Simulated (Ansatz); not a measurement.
Geometry optimisation, Ansatz, RKS B3LYP/def2-SVP.

input.yaml

```yaml
crystal:
  periodic: [false, false, false]
  atoms:
    - { symbol: "N", position_ang: [-1.5653, -0.8123, -0.2497] }
    - { symbol: Ge, position_ang: [0.169, -0.3084, 0.0028] }
    - { symbol: O, position_ang: [1.1889, -1.6217, 0.5917] }
    - { symbol: C, position_ang: [0.7722, 1.5524, 0.1523] }
    - { symbol: O, position_ang: [0.1955, 1.0092, 1.2755] }
    - { symbol: H, position_ang: [-2.0506, 0.0335, -0.7956] }
    - { symbol: H, position_ang: [-1.5908, -1.5963, -0.8899] }
    - { symbol: H, position_ang: [1.1609, -2.3278, -0.0718] }
    - { symbol: H, position_ang: [-0.1639, 1.63581, 1.95247] }
    - { symbol: H, position_ang: [1.7918, 1.727, 0.2528] }
basis:
  gaussian: { orbitals: def2-SVP }
hamiltonian:
  xc: b3lyp
relax:
  f_tol: 0.02
  max_steps: 50
```

Launched with:

```bash
$ ansatz run input.yaml --threads 2 --pin off --max-ram 3072MiB --backend cpu --events-out ev --progress --plain --runs-dir out
```

Where does it end, and by what steps?

The forces met the threshold. After 40 steps the energy has fallen by 4.252 eV; H9 moved furthest, 2.20 Å. Parted: Ge2–O5 (1.83 → 2.93 Å), O5–H9 (0.99 → 1.69 Å). Joined: O3–H9 (3.78 → 1.00 Å).

| step | energy less start (eV) | largest force component (eV/Å) | accepted |
| --- | --- | --- | --- |
| 0 | 0.0000 | 7.444 | yes |
| 2 | -1.4737 | 1.126 | yes |
| 4 | -1.7164 | 0.712 | yes |
| 6 | -1.8029 | 0.748 | yes |
| 8 | -1.8829 | 0.802 | yes |
| 10 | -2.0841 | 0.903 | yes |
| 12 | -2.3528 | 1.227 | yes |
| 14 | -2.5699 | 2.293 | yes |
| 16 | -2.8321 | 0.739 | yes |
| 18 | -3.0649 | 0.338 | yes |
| 20 | -3.3017 | 0.396 | yes |
| 22 | -3.4959 | 0.851 | yes |
| 24 | -3.6032 | 1.603 | yes |
| 26 | -4.0103 | 1.003 | yes |
| 28 | -4.0313 | 1.635 | no |
| 30 | -4.1950 | 0.528 | yes |
| 32 | -4.2227 | 0.295 | yes |
| 34 | -4.2356 | 0.745 | no |
| 36 | -4.2512 | 0.090 | yes |
| 38 | -4.2518 | 0.031 | yes |
| 40 | -4.2520 | 0.011 | yes |

```xyz
10
Properties=species:S:1:pos:R:3
N -1.402 -0.433 -0.972
Ge 0.430 -0.583 -0.817
O 0.586 -1.259 1.360
C 0.618 1.242 0.188
O 0.889 1.302 1.381
H -2.004 0.119 -0.367
H -1.918 -1.204 -1.387
H 1.401 -1.766 1.483
H 0.770 -0.344 1.723
H 0.538 2.217 -0.371
```

Whether the end is a true minimum wasn't checked by a vibrational analysis.

The run took 100 s on 2 threads of Intel(R) Xeon(R) Platinum 8488C (Sapphire Rapids) (shared host), peak memory 0.29 GiB.
